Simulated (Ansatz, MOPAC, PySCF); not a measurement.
System: GaBr$_{2}$, net charge 1, singlet state. SMILES: [Br][Ga+][Br]
Geometry: optimised at B3LYP-D3(BJ)/def2-TZVP (Ansatz, a program for electronic structure).

Property: vertical ionisation energy to the doublet, in eV. Conventions: frozen cores in correlated levels (noble-gas shells and the d and f shells of earlier blocks); dispersion terms only where a functional's name holds one; open shells spin-unrestricted; each state is the SCF solution reached for its charge and spin; spin-orbit terms left out; non-relativistic; LANL2DZ with its own core potentials from Na on; six Cartesian d functions in 6-31G* and its kin unless marked 5d. Ab initio and DFT rows: single points at B3LYP-D3(BJ) geometries (Ansatz). Semi-empirical rows: differences of heats of formation at the shared geometry for vertical values. The spin state of an ion or metal species was assumed, not searched.

```csv
level,program,vertical ionisation energy to the doublet (eV)
PM6,MOPAC,16.22
HF/6-31G*,Ansatz,16.27
B3LYP/STO-3G,Ansatz,14.86
B3LYP/6-31G*,Ansatz,16.74
M06-2X/LANL2DZ,PySCF,17.34
MP2/LANL2DZ,Ansatz,16.82
B3LYP/def2-TZVPD,Ansatz,16.69
PBE0/def2-TZVPD,Ansatz,16.76
M06-2X/def2-TZVPD,PySCF,17.14
```

No value to compare with is used here. The 6 habitual levels span 14.86 (B3LYP/STO-3G) to 17.34 eV (M06-2X/LANL2DZ); M06-2X/def2-TZVPD gives 17.14.

The levels are drawn from those run, B3LYP/6-31G* more often than the rest, none by its result; left out are runs that failed, that the program found above a lower state of the same kind, or whose <S^2> lies over 0.5 above the pure value.
